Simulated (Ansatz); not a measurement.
Reaction (ligand exchange at the Si–N bond): `O[SiH](O)N[Si](F)(F)F` + `O[SiH](F)S` → `O[SiH](O)S[SiH](O)F` + `N[Si](F)(F)F`

Program: Ansatz. Geometries: PBE0-D4/def2-TZVP. ΔE: electronic, gas phase. CBS: MP2 limit from def2 TZ/QZ plus the TZ coupled-cluster correction, frozen cores. This one scheme is used for every species. DFT in def2-TZVPP. One conformer a species, not always the lowest.

| species | ωB97X-V energy (Eh) |
| --- | --- |
| `O[SiH](O)N[Si](F)(F)F` | -1086.51263 |
| `O[SiH](F)S` | -864.64669 |
| `O[SiH](O)S[SiH](O)F` | -1305.92000 |
| `N[Si](F)(F)F` | -645.23820 |

**Question.** Work out ΔE.

**Answer.** ΔE = (-1305.92000) + (-645.23820) − (-1086.51263) − (-864.64669) = 0.00112 Eh = +2.9 kJ/mol. CCSD(T)/CBS gives +2.6 kJ/mol.

Largest T1 diagnostic among the species: 0.012.

From PBE to PBE0 (25 % exact exchange), in def2-TZVPP and without D4, ΔE moves by +3.2 kJ/mol. The D4 term adds −3.7 kJ/mol with B3LYP and −1.9 kJ/mol with PBE0; it sums over pairs of atoms, weighted by their polarisabilities, and B3LYP, whose exchange is more repulsive, gets the larger term.

B3LYP here is the variant with VWN-RPA as its local correlation; programs differ in this.
